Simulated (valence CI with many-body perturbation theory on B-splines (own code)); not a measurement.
**E1 transitions of Te³⁸⁺**

Level of theory: valence CI with perturbative core correlation (CI+MBPT): four valence electrons over a frozen Dirac-Fock core [Ne], a basis of 11 s, 11 p, 10 d, 8 f, 5 g, 2 h functions for each j, with the one-electron correlation potential Σ1, the two-electron term Σ2, the three-electron term Σ3, Breit, model QED; selected CI, second order for the rest, scaled by the run's own slope (own B-spline code, finite nucleus).

The last digits are not significant, and no measured levels were compared; by estimate large intervals hold to a few tenths of a per cent, small ones and those within an open d or f shell to about a per cent. Among the levels kept, up to 690 cm⁻¹ of a level comes from second order outside the variational space, and about a tenth of that is noise between levels of different J, which matters for small intervals.

Lines 1 to 50 of 562 in falling wavelength, among levels below 4866.5 × 10³ cm⁻¹, chosen from the strongest by gf and those to the six lowest levels. Wavelengths and rates use the calculated energies. Electric multipoles are in the length gauge, E1 and E2 with the static RPA response of the core. Weak lines are less certain than strong ones. Lines between different terms over intervals too small for the method are left out, as are lines whose strength nearly cancels. Where a level lies close to another of its J and parity, the split of strength between their lines is uncertain. The highest levels of a list are the least certain.

Levels are named by their leading jj configuration (3d3/2^4 stands for four electrons in 3d with j = 3/2), which in mixed levels can hold well under half, so a name can repeat and another be missing. Letters in brackets count levels of one name in rising energy.

| λ vac (Å) | Upper | Lower | A (s⁻¹) | S (a.u.) with core polarisation | S without |
| --- | --- | --- | --- | --- | --- |
| 508.4 | (3s 3p1/2^2 3p3/2) J=2 | (3s^2 3p3/2^2) J=2 | 2.11e+06 | 6.85e-04 | 6.99e-04 |
| 413.1 | (3s 3p1/2^2 3p3/2) J=1 | (3s^2 3p3/2^2) J=0 | 3.23e+06 | 3.37e-04 | 3.44e-04 |
| 285.9 | (3s 3p1/2^2 3p3/2) J=1 | (3s^2 3p3/2^2) J=2 | 5.50e+07 | 1.90e-03 | 1.94e-03 |
| 182.0 | (3s^2 3p1/2 3d3/2) J=2 | (3s^2 3p3/2^2) J=2 | 3.64e+07 | 5.41e-04 | 5.53e-04 |
| 162.0 | (3s 3p1/2 3d5/2^2) J=5 | (3s^2 3d5/2^2) J=4 | 2.11e+09 | 4.87e-02 | 4.97e-02 |
| 161.0 | (3s 3p1/2 3p3/2^2) J=2 [a] | (3s^2 3p3/2^2) J=2 | 4.16e+08 | 4.28e-03 | 4.37e-03 |
| 155.4 | (3s^2 3p1/2 3d3/2) J=1 | (3s^2 3p3/2^2) J=0 | 8.34e+07 | 4.64e-04 | 4.73e-04 |
| 144.3 | (3p1/2 3p3/2^2 3d5/2) J=5 | (3s 3p3/2^2 3d5/2) J=4 [b] | 6.61e+09 | 1.08e-01 | 1.10e-01 |
| 143.9 | (3s 3p1/2 3p3/2^2) J=3 | (3s^2 3p3/2^2) J=2 | 1.79e+09 | 1.84e-02 | 1.88e-02 |
| 138.0 | (3s 3p1/2^2 3p3/2) J=2 | (3s^2 3p1/2 3p3/2) J=2 | 3.02e+09 | 1.96e-02 | 2.00e-02 |
| 135.8 | (3s 3p1/2 3p3/2 3d5/2) J=5 | (3s^2 3p3/2 3d5/2) J=4 | 6.24e+09 | 8.48e-02 | 8.66e-02 |
| 133.1 | (3s^2 3p1/2 3d3/2) J=1 | (3s^2 3p3/2^2) J=2 | 3.52e+08 | 1.23e-03 | 1.26e-03 |
| 130.1 | (3p1/2^2 3p3/2 3d5/2) J=3 | (3s 3p1/2 3p3/2 3d5/2) J=3 [d] | 5.79e+09 | 4.40e-02 | 4.50e-02 |
| 129.3 | (3s 3p1/2^2 3p3/2) J=2 | (3s^2 3p1/2 3p3/2) J=1 | 4.37e+09 | 2.33e-02 | 2.38e-02 |
| 128.9 | (3p1/2^2 3p3/2 3d5/2) J=4 | (3s 3p1/2 3p3/2 3d5/2) J=3 [c] | 6.33e+09 | 6.02e-02 | 6.14e-02 |
| 128.5 | (3p1/2^2 3p3/2 3d5/2) J=4 | (3s 3p1/2 3p3/2 3d5/2) J=4 [c] | 3.34e+09 | 3.15e-02 | 3.22e-02 |
| 126.9 | (3p1/2 3p3/2^2 3d5/2) J=3 [b] | (3s 3p3/2^2 3d5/2) J=2 [a] | 9.01e+09 | 6.36e-02 | 6.50e-02 |
| 126.7 | (3s 3p1/2 3p3/2^2) J=1 [a] | (3s^2 3p3/2^2) J=0 | 2.89e+09 | 8.69e-03 | 8.88e-03 |
| 122.8 | (3s 3p1/2 3d3/2 3d5/2) J=4 [c] | (3s 3p3/2^2 3d5/2) J=5 | 4.13e+09 | 3.40e-02 | 3.47e-02 |
| 121.7 | (3s^2 3p1/2 3d5/2) J=2 | (3s^2 3p3/2^2) J=2 | 1.48e+08 | 6.56e-04 | 6.70e-04 |
| 121.3 | (3s 3p1/2 3d5/2^2) J=3 [a] | (3s^2 3d5/2^2) J=2 | 5.62e+09 | 3.47e-02 | 3.54e-02 |
| 120.8 | (3p1/2^2 3p3/2 3d5/2) J=4 | (3s 3p1/2 3p3/2 3d5/2) J=3 [b] | 4.58e+09 | 3.59e-02 | 3.66e-02 |
| 120.6 | (3s^2 3p1/2 3d5/2) J=3 | (3s^2 3p3/2^2) J=2 | 2.98e+09 | 1.81e-02 | 1.85e-02 |
| 119.8 | (3s 3p1/2 3p3/2 3d5/2) J=3 [d] | (3s^2 3p3/2 3d5/2) J=3 | 5.61e+09 | 3.33e-02 | 3.40e-02 |
| 118.9 | (3p1/2^2 3p3/2 3d3/2) J=2 | (3s 3p1/2 3p3/2 3d3/2) J=2 [c] | 9.00e+09 | 3.73e-02 | 3.81e-02 |
| 118.7 | (3s 3p1/2 3d5/2^2) J=4 [b] | (3s^2 3d5/2^2) J=4 | 4.65e+09 | 3.46e-02 | 3.53e-02 |
| 118.6 | (3p1/2^2 3p3/2 3d5/2) J=4 | (3s 3p1/2 3p3/2 3d5/2) J=4 [b] | 4.17e+09 | 3.09e-02 | 3.16e-02 |
| 117.3 | (3p1/2 3p3/2^2 3d5/2) J=2 [a] | (3s 3p3/2^2 3d5/2) J=3 [b] | 6.84e+09 | 2.73e-02 | 2.78e-02 |
| 116.0 | (3p1/2^2 3p3/2 3d5/2) J=3 | (3s 3p1/2 3p3/2 3d5/2) J=4 [c] | 5.69e+09 | 3.06e-02 | 3.13e-02 |
| 115.5 | (3s 3p1/2^2 3d5/2) J=2 | (3s 3p1/2 3p3/2^2) J=3 | 1.31e+10 | 4.99e-02 | 5.10e-02 |
| 114.8 | (3p1/2 3p3/2^3) J=2 | (3s 3p3/2^3) J=2 | 7.20e+09 | 2.69e-02 | 2.75e-02 |
| 114.4 | (3s 3p1/2 3p3/2^2) J=1 [b] | (3s^2 3p3/2^2) J=0 | 3.04e+09 | 6.75e-03 | 6.90e-03 |
| 114.1 | (3s 3p1/2 3d5/2^2) J=3 [b] | (3s^2 3d5/2^2) J=4 | 5.61e+09 | 2.88e-02 | 2.94e-02 |
| 113.9 | (3s 3p1/2^2 3p3/2) J=1 | (3s^2 3p1/2 3p3/2) J=2 | 1.17e+10 | 2.56e-02 | 2.61e-02 |
| 113.6 | (3p1/2 3p3/2^2 3d3/2) J=3 [b] | (3s^2 3d3/2 3d5/2) J=4 | 6.29e+09 | 3.19e-02 | 3.25e-02 |
| 113.5 | (3s 3p1/2 3p3/2 3d5/2) J=2 [a] | (3s^2 3p3/2 3d5/2) J=2 | 8.77e+09 | 3.16e-02 | 3.23e-02 |
| 113.3 | (3p1/2^2 3p3/2 3d5/2) J=2 | (3s 3p1/2 3p3/2 3d5/2) J=2 [a] | 1.54e+10 | 5.51e-02 | 5.62e-02 |
| 113.1 | (3p1/2 3p3/2^2 3d3/2) J=1 [d] | (3s 3p3/2^2 3d3/2) J=2 [b] | 1.25e+10 | 2.67e-02 | 2.72e-02 |
| 112.5 | (3s 3p1/2 3d3/2 3d5/2) J=3 [d] | (3s 3p3/2^2 3d3/2) J=4 | 6.13e+09 | 3.02e-02 | 3.08e-02 |
| 111.5 | (3s 3p1/2 3p3/2^2) J=1 [a] | (3s^2 3p3/2^2) J=2 | 2.39e+09 | 4.90e-03 | 5.00e-03 |
| 111.4 | (3p1/2^2 3p3/2 3d3/2) J=3 | (3s 3p1/2 3p3/2 3d3/2) J=3 [b] | 6.92e+09 | 3.31e-02 | 3.38e-02 |
| 110.2 | (3p1/2 3p3/2^2 3d3/2) J=4 | (3s 3p3/2^2 3d3/2) J=4 | 4.94e+09 | 2.94e-02 | 3.00e-02 |
| 108.5 | (3p1/2 3p3/2^2 3d5/2) J=3 [a] | (3s 3p3/2^2 3d5/2) J=4 [a] | 1.38e+10 | 6.09e-02 | 6.22e-02 |
| 107.9 | (3s 3p1/2^2 3p3/2) J=1 | (3s^2 3p1/2 3p3/2) J=1 | 2.87e+09 | 5.34e-03 | 5.45e-03 |
| 107.9 | (3p1/2^2 3p3/2 3d5/2) J=3 | (3s 3p1/2 3p3/2 3d5/2) J=4 [b] | 1.58e+10 | 6.87e-02 | 7.01e-02 |
| 107.0 | (3s 3p1/2 3p3/2^2) J=2 [b] | (3s^2 3p3/2^2) J=2 | 7.69e+09 | 2.32e-02 | 2.37e-02 |
| 106.8 | (3p1/2^2 3p3/2 3d5/2) J=2 | (3s 3p1/2 3p3/2 3d5/2) J=3 [a] | 2.20e+10 | 6.63e-02 | 6.77e-02 |
| 106.4 | (3s 3p1/2 3p3/2 3d5/2) J=4 [c] | (3s^2 3p3/2 3d5/2) J=4 | 5.14e+09 | 2.75e-02 | 2.81e-02 |
| 106.2 | (3p1/2 3p3/2^2 3d3/2) J=2 [c] | (3s^2 3d3/2 3d5/2) J=3 | 8.52e+09 | 2.52e-02 | 2.57e-02 |
| 106.2 | (3s 3p1/2 3p3/2 3d5/2) J=3 [c] | (3s^2 3p3/2 3d5/2) J=4 | 7.46e+09 | 3.08e-02 | 3.15e-02 |
